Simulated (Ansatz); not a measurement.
C2H7ClSi3, SMILES C1[Si@H]([SiH2][SiH2]C=1)Cl.

Geometry: PBE0-D3(BJ)/def2-SVP. The structure was generated by enumeration; whether it is a known compound was not checked.

Two levels are set side by side: PBE/def2-SVPD (Ansatz, an electronic-structure program) and PBE0/def2-SVPD (Ansatz). Energy differences of separate SCF runs at the same geometry; the states with an electron removed or added have multiplicity 2 and 2. Differences are taken from unrounded values.

| quantity | PBE |
|---|---|
| vertical ionisation energy (eV) | 8.99 |
| vertical singlet–triplet gap (eV) | 4.03 |

**Question.** These are the PBE values. What does PBE0 give? (The exact figures need the calculation; the answer reports its results.)

**Answer.** 
```tsv
quantity	PBE0	PBE minus PBE0
vertical ionisation energy (eV)	9.30	-0.31
vertical singlet–triplet gap (eV)	3.92	0.10
```
